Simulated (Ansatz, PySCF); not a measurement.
C3H9BFN, SMILES CCNB(C)F. Atoms are numbered in the order given.

```xyz
15

C     -2.3292     0.7334     0.1695
C     -1.3656    -0.0195    -0.7458
N     -0.2785    -0.6583    -0.0260
B      1.0457    -0.2160     0.1253
C      1.6769     1.0782    -0.5201
F      1.8455    -0.9870     0.9041
H     -2.7767     0.0553     0.9148
H     -3.1486     1.1918    -0.4075
H     -1.7991     1.5300     0.7153
H     -1.9183    -0.7788    -1.3266
H     -0.9353     0.6735    -1.4841
H     -0.5448    -1.4933     0.4872
H      2.0880     1.7203     0.2770
H      2.5295     0.7948    -1.1602
H      0.9810     1.6813    -1.1205
```
Charge 0, spin multiplicity 1.

Coordinates come from a ωB97X-D3(BJ)/def2-SVP optimisation. The structure was generated by enumeration, and PubChem lists no compound with its InChIKey, so it may never have been made. One conformer was computed; it need not be the lowest.

Two levels are set side by side: PBE-D3(BJ)/def2-SVP (Ansatz, a program for electronic structure) and ωB97X-D3(BJ)/def2-SVP (PySCF). Each level has its own optimised geometry; the coordinates shown are those of the second. Frequencies come from the Hessian of PySCF at each geometry. Differences are taken from unrounded values.

```tsv
quantity	ωB97X-D3(BJ)
mean bond length (Å)	1.225
bond C1–C2 (Å)	1.527
bond C2–N3 (Å)	1.452
bond N3–B4 (Å)	1.404
bond B4–C5 (Å)	1.578
bond B4–F6 (Å)	1.357
bond C1–H7 (Å)	1.102
bond C1–H8 (Å)	1.102
bond C1–H9 (Å)	1.102
bond C2–H10 (Å)	1.104
bond C2–H11 (Å)	1.100
bond N3–H12 (Å)	1.016
bond C5–H13 (Å)	1.103
bond C5–H14 (Å)	1.103
bond C5–H15 (Å)	1.099
highest harmonic wavenumber (cm⁻¹)	3636
mean harmonic wavenumber (cm⁻¹)	1447
zero-point energy (kcal/mol)	80.65
```

Question: What does PBE-D3(BJ) give, and how far is it from ωB97X-D3(BJ)? (An estimate is asked for; the answer gives what the named calculation found.)

Answer: 
```json
[
 {"quantity": "mean bond length (Å)", "PBE-D3(BJ)": "1.231", "PBE-D3(BJ) minus ωB97X-D3(BJ)": "0.006"},
 {"quantity": "bond C1–C2 (Å)", "PBE-D3(BJ)": "1.530", "PBE-D3(BJ) minus ωB97X-D3(BJ)": "0.003"},
 {"quantity": "bond C2–N3 (Å)", "PBE-D3(BJ)": "1.452", "PBE-D3(BJ) minus ωB97X-D3(BJ)": "0.000"},
 {"quantity": "bond N3–B4 (Å)", "PBE-D3(BJ)": "1.410", "PBE-D3(BJ) minus ωB97X-D3(BJ)": "0.006"},
 {"quantity": "bond B4–C5 (Å)", "PBE-D3(BJ)": "1.577", "PBE-D3(BJ) minus ωB97X-D3(BJ)": "-0.001"},
 {"quantity": "bond B4–F6 (Å)", "PBE-D3(BJ)": "1.362", "PBE-D3(BJ) minus ωB97X-D3(BJ)": "0.006"},
 {"quantity": "bond C1–H7 (Å)", "PBE-D3(BJ)": "1.110", "PBE-D3(BJ) minus ωB97X-D3(BJ)": "0.008"},
 {"quantity": "bond C1–H8 (Å)", "PBE-D3(BJ)": "1.109", "PBE-D3(BJ) minus ωB97X-D3(BJ)": "0.007"},
 {"quantity": "bond C1–H9 (Å)", "PBE-D3(BJ)": "1.109", "PBE-D3(BJ) minus ωB97X-D3(BJ)": "0.007"},
 {"quantity": "bond C2–H10 (Å)", "PBE-D3(BJ)": "1.114", "PBE-D3(BJ) minus ωB97X-D3(BJ)": "0.010"},
 {"quantity": "bond C2–H11 (Å)", "PBE-D3(BJ)": "1.108", "PBE-D3(BJ) minus ωB97X-D3(BJ)": "0.008"},
 {"quantity": "bond N3–H12 (Å)", "PBE-D3(BJ)": "1.025", "PBE-D3(BJ) minus ωB97X-D3(BJ)": "0.009"},
 {"quantity": "bond C5–H13 (Å)", "PBE-D3(BJ)": "1.111", "PBE-D3(BJ) minus ωB97X-D3(BJ)": "0.008"},
 {"quantity": "bond C5–H14 (Å)", "PBE-D3(BJ)": "1.111", "PBE-D3(BJ) minus ωB97X-D3(BJ)": "0.008"},
 {"quantity": "bond C5–H15 (Å)", "PBE-D3(BJ)": "1.107", "PBE-D3(BJ) minus ωB97X-D3(BJ)": "0.007"},
 {"quantity": "highest harmonic wavenumber (cm⁻¹)", "PBE-D3(BJ)": "3494", "PBE-D3(BJ) minus ωB97X-D3(BJ)": "-142"},
 {"quantity": "mean harmonic wavenumber (cm⁻¹)", "PBE-D3(BJ)": "1395", "PBE-D3(BJ) minus ωB97X-D3(BJ)": "-52"},
 {"quantity": "zero-point energy (kcal/mol)", "PBE-D3(BJ)": "77.77", "PBE-D3(BJ) minus ωB97X-D3(BJ)": "-2.88"}
]
```

Exact exchange shortens and stiffens bonds; PBE has none. Differences between two approximate levels are no errors against the true value.
